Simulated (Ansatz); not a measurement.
`N[SiH2][SiH2][SiH3]` + `N[SiH2]S` → `N[SiH2]S[SiH2]N` + `[SiH3][SiH3]`  (cleavage of the Si–Si bond)

Gas-phase electronic energies from Ansatz, PBE0-D4/def2-TZVP geometries. CBS: MP2 limit from def2 TZ/QZ plus the TZ coupled-cluster correction, frozen cores. Each species was taken in one conformer, which may not be the lowest.

```csv
species,CCSD(T)/CBS(def2) energy (Eh)
`N[SiH2][SiH2][SiH3]`,-927.36617
`N[SiH2]S`,-744.61970
`N[SiH2]S[SiH2]N`,-1090.27340
`[SiH3][SiH3]`,-581.74359
```

**Question.** Work out ΔE.

**Answer.** ΔE = (-1090.27340) + (-581.74359) − (-927.36617) − (-744.61970) = -0.03112 Eh = -81.7 kJ/mol.

Largest T1 diagnostic among the species: 0.013.

From PBE to PBE0 (25 % exact exchange), in def2-TZVPP and without D4, ΔE moves by −3.3 kJ/mol. The D4 term adds −7.6 kJ/mol with B3LYP and −4.1 kJ/mol with PBE0; it sums over pairs of atoms, weighted by their polarisabilities, and B3LYP, whose exchange is more repulsive, gets the larger term.

B3LYP here is the variant with VWN-RPA as its local correlation; programs differ in this.
